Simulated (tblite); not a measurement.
Species: C₅H₉NOSi₂.
Geometry (GFN2-xTB, Å), atoms numbered from 1 in this order:
```
atom  x, y, z in Å
C1    -1.286    2.696   -0.034
C2    -1.216    1.658   -0.626
C3    -1.103    0.386   -1.299
Si4   -0.177   -0.879   -0.201
C5    -1.045   -1.197    1.452
C6    -0.043   -2.471   -1.184
N7     0.015   -3.443   -1.786
O8     1.358   -0.411    0.021
Si9    2.571    0.630    0.337
H10   -1.368    3.619    0.458
H11   -0.566    0.531   -2.239
H12   -2.103    0.025   -1.546
H13   -1.134   -0.274    2.018
H14   -0.491   -1.908    2.058
H15   -2.045   -1.594    1.308
H16    2.431    1.031    1.736
H17    3.768   -0.163    0.082
H18    2.424    1.767   -0.568
```

Level: GFN2-xTB in tblite, geometry and Hessian alike; calculated harmonic values, unscaled, isolated species. Against measured fundamentals such values can be off by several per cent, at times by over 20. Modes of hydrogen on silicon can be 10 to 20 % off. One conformer, not necessarily the lowest. The optimisation stopped once no atom felt more than 0.01 eV/Å.

Lowest wavenumbers of the output (negative numbers stand for imaginary wavenumbers):
```
mode    cm-1
  1     -21.6
  2      27.9
  3      41.1
  4      52.2
  5      72.0
  6      95.9
  7     105.8
  8     124.0
```

Problem. Is this structure a minimum?

Solution. Not by this Hessian. 1 mode is imaginary beyond 20i (22i cm⁻¹), so at this level the point lies at or near a first-order saddle. The curvature is small, so loose convergence or finite differences may be the whole cause.

Problem. Which atoms move in the imaginary mode?

Solution. 22i: H16 (Si–H hydrogen) 33 %, H18 (Si–H hydrogen) 25 %, H17 (Si–H hydrogen) 23 %. These are shares of the mass-weighted motion.

Problem. What is the remedy?

Solution. Step along that mode in both directions, optimise again with tighter thresholds and repeat the frequencies. The zero-point energy of this point (75.0 kcal/mol) counts the 47 real modes alone, and thermal corrections from it aren't those of a minimum.

Hardware: Arm Neoverse N1, one thread, no GPU, shared host. Cost: 1.5 s. This covers the Hessian and the dipole derivatives.
